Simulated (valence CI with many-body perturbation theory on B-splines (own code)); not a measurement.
**Ag31+: one-electron terms**

Computed by relativistic CI+MBPT: six valence electrons over a frozen Dirac-Fock core [Ne], radial functions for each j: 9 s, 9 p, 8 d, 6 f, 3 g, 1 h, with the one-electron correlation potential Σ1 (screened to all orders), the two-electron term Σ2, the three-electron term Σ3, Breit, model QED; selected single and double excitations, second order for the rest, scaled by the run's own slope (own B-spline code, finite nucleus).

No measured spectrum was set against this ion. As an estimate, large intervals hold to a few tenths of a per cent, small ones and those within an open d or f shell to about a per cent. Among the levels kept, up to 1500 cm⁻¹ of a level comes from second order outside the variational space, and about a tenth of that is noise between levels of different J, which matters for small intervals.

These are the spectroscopic orbitals of the CI (the correlating ones are not listed), shaped by the core and the other valence electrons. h is the expectation value of the core's Dirac-Fock operator, without the valence repulsion; Σ1 is computed up to l = 3 at one energy for each symmetry, that of its lowest orbital but kept below the first core excitation, so for empty shells it is not the orbital's own correlation shift; Breit and QED include the response of the core.

| Orbital | h (hartree) | Σ1 (cm⁻¹) | Breit (cm⁻¹) | QED (cm⁻¹) | ⟨r⟩ (bohr) |
| --- | --- | --- | --- | --- | --- |
| 3s1/2 | -87.097 | -6119 | 8619 | 6410 | 0.3306 |
| 4s1/2 | -47.106 | -1947 | 3205 | 2445 | 0.6250 |
| 5s1/2 | -29.443 | -870 | 1504 | 1165 | 1.016 |
| 6s1/2 | -20.136 | -470 | 832 | 648 | 1.499 |
| 3p1/2 | -84.038 | -7661 | 14161 | -191 | 0.3170 |
| 4p1/2 | -45.821 | -2417 | 5341 | -67.9 | 0.6190 |
| 5p1/2 | -28.795 | -1089 | 2553 | -31.8 | 1.017 |
| 6p1/2 | -19.765 | -591 | 1425 | -17.5 | 1.507 |
| 3p3/2 | -82.347 | -7167 | 8639 | 437 | 0.3246 |
| 4p3/2 | -45.138 | -2304 | 3224 | 171 | 0.6291 |
| 5p3/2 | -28.454 | -1046 | 1601 | 83.3 | 1.030 |
| 6p3/2 | -19.571 | -570 | 893 | 46.9 | 1.522 |
| 3d3/2 | -78.406 | -8671 | 6342 | -247 | 0.2838 |
| 4d3/2 | -43.587 | -2309 | 2205 | -83.1 | 0.6013 |
| 5d3/2 | -27.693 | -1016 | 1044 | -39.1 | 1.011 |
| 3d5/2 | -78.03 | -8251 | 2951 | -37.3 | 0.2860 |
| 4d5/2 | -43.426 | -2194 | 1021 | -2.6 | 0.6041 |
| 5d5/2 | -27.61 | -965 | 491 | 0.7 | 1.014 |
| 4f5/2 | -42.557 | -1748 | 163 | -25.5 | 0.5374 |
| 5f5/2 | -27.17 | -864 | 112 | -14.0 | 0.9554 |
| 4f7/2 | -42.492 | -1712 | 34.1 | 6.9 | 0.5386 |
| 5f7/2 | -27.136 | -845 | 23.4 | 2.4 | 0.9569 |
| 5g7/2 | -26.969 |  | 2.5 | -5.0 | 0.8519 |
| 5g9/2 | -26.95 |  | 0.2 | 3.7 | 0.8527 |

Among the shells of the start configuration 3s2 3p4, Σ1 is largest in size for 3p1/2, where it is 0.042 % of h.

Lowest root of each symmetry, sizes in configuration state functions:

| J | Parity | Roots | Reference | Variational | Second order | Change by selected CI (cm⁻¹) | Change by second order (cm⁻¹) |
| --- | --- | --- | --- | --- | --- | --- | --- |
| 0 | even | 3 | 19 | 60413 | 484775 | -25201 | -20 |
| 1 | even | 2 | 32 | 55625 | 1219452 | -25308 | -162 |
| 2 | even | 3 | 47 | 52595 | 1876263 | -25588 | -197 |
| 0 | odd | 5 | 32 | 59864 | 508090 | -25907 | -47 |
| 1 | odd | 10 | 84 | 59883 | 1619091 | -23360 | -619 |
| 2 | odd | 10 | 106 | 56704 | 3009753 | -19586 | -1182 |
| 3 | odd | 8 | 98 | 55008 | 3616947 | -25592 | -1356 |
| 4 | odd | 5 | 69 | 54664 | 2930402 | -25794 | -1113 |
| 5 | odd | 1 | 38 | 56885 | 1516200 | -29662 | -691 |
